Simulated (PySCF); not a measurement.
Spectrum to structure. Level of theory: TDDFT wB97X-D/def2-SVPD, vertical, gas phase, core orbitals frozen in the response in PySCF 2.14.0, density-fitted response routines. Geometries: GFN2-xTB, one conformer each.

```tsv
state	E (eV)	f
S1	4.10	0.0014
S2	5.54	0.025
S3	6.05	0.0026
S4	6.20	0.070
S5	6.46	0.0007
S6	6.49	0.0000
S7	6.65	0.042
S8	7.06	0.0004
```

**Question.** Which candidate is it?
A. `[SiH3]c1csnn1`
B. `C[C@H]([SiH2]S)C(=O)O`
C. `C[Si@@](F)([SiH3])N[SiH3]`

**Answer.** A. Its S1, at 4.10 eV, is the lowest among the candidates; the nearest of the others has S1 at 5.82 eV. S1 is HOMO→LUMO (97%). Löwdin shares by element: HOMO nitrogen 74%, sulfur 14%, carbon 8% or more; LUMO nitrogen 37%, sulfur 26%, carbon 23% or more. At the same level the other candidates give, for their lowest levels:
- `C[C@H]([SiH2]S)C(=O)O`: 5.83 eV (f 0.006); 6.26 eV (f 0.003); 6.34 eV (f 0.021); 6.68 eV (f 0.010); 7.05 eV (f 0.018); T1 5.39 eV; HOMO -9.07, LUMO 1.35 eV
- `C[Si@@](F)([SiH3])N[SiH3]`: 5.82 eV (f 0.011); 6.46 eV (f 0.014); 7.01 eV (f 0.057); 7.36 eV (f 0.026); 7.65 eV (f 0.008); T1 5.42 eV; HOMO -9.16, LUMO 1.25 eV
Triplets come from the Tamm–Dancoff approximation.
